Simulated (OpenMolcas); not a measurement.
Computed transition rates of N II

| Quantity | Value |
| --- | --- |
| Program | OpenMolcas 26.06 |
| Method | SS-CASPT2, IPEA 0.25 Eh, imaginary shift 0.1 Eh (closed shells correlated: 1s 2s) |
| Basis | ANO-RCC-VQZP [5s4p3d2f1g] |
| Scalar Hamiltonian | DKH2, point nucleus |
| Active space | 2 electrons in 3 orbitals (2p) |
| State averaging | 2S+1 = 3 even, 3 roots; 2S+1 = 1 even, 6 roots |
| Spin-orbit coupling | RASSI with atomic mean-field integrals over the reference wave functions, term energies averaged over their components |

Rates come from the transition moments of the reference wave functions (E1 and E2 in the length form). At fixed line strength A goes as λ^-3 for E1 and M1 and as λ^-5 for E2, so a rate at the computed wavelength can be rescaled to the measured one. Measured vacuum wavelengths follow from level energies in NIST Handbook of Basic Atomic Spectroscopic Data. Branching counts decays inside the model space alone, at computed energies, and the table is only a selection of the E2 and M1 lines, drawn from those between levels with measured partners whose computed energy lies within a factor of 1.5 of the measured one.

```json
{"Upper": "2s2 2p2 1S0", "Lower": "2s2 2p2 1D2", "Type": "E2", "λ computed (nm)": "512.9", "λ measured (nm)": "575.6", "A computed (s-1)": "2.12e+00", "A rescaled (s-1)": "1.19e+00", "Branching %": "98.5"}
{"Upper": "2s2 2p2 1S0", "Lower": "2s2 2p2 3P1", "Type": "M1", "λ computed (nm)": "288.2", "λ measured (nm)": "306.4", "A computed (s-1)": "3.25e-02", "A rescaled (s-1)": "", "Branching %": "1.5"}
{"Upper": "2s2 2p2 1D2", "Lower": "2s2 2p2 3P2", "Type": "M1", "λ computed (nm)": "662.2", "λ measured (nm)": "658.5", "A computed (s-1)": "2.66e-03", "A rescaled (s-1)": "", "Branching %": "74.4"}
{"Upper": "2s2 2p2 1D2", "Lower": "2s2 2p2 3P1", "Type": "M1", "λ computed (nm)": "658.1", "λ measured (nm)": "655", "A computed (s-1)": "9.04e-04", "A rescaled (s-1)": "", "Branching %": "25.3"}
{"Upper": "2s2 2p2 3P2", "Lower": "2s2 2p2 3P1", "Type": "M1", "λ computed (nm)": "106000", "λ measured (nm)": "121800", "A computed (s-1)": "1.14e-05", "A rescaled (s-1)": "7.51e-06", "Branching %": "100.0"}
```

Spin-changing lines and M1 lines between different terms are not rescaled, since their strength hangs on the term gaps too.

The largest correction is for 2s2 2p2 1S0 → 2s2 2p2 1D2 (E2): 2.12e+00 × (512.9 / 575.6)^5 = 1.19e+00 s-1, a factor of 0.56.

No measured rate stands beside these. Rescaling mends the energy factor alone: line strengths can still be far off where a level mixes with configurations outside the active space, and weak or spin-changing lines hang on small mixing coefficients that depend on the term gaps too, so rescaling need not improve them.

CASPT2 does not keep the components of a term degenerate, so their means are used; among the terms shown or strongly mixed into the levels shown the widest spread is 83 cm-1 (2s2 2p2 1D). With the s shell closed, the reference lacks s² → p² mixing. Computed and measured levels are paired by configuration, term and J; levels that our copy of the source lacks, or whose pairing is in doubt (as where it misses far off the trend of its configuration), stay unpaired. Only configurations of the active space appear.
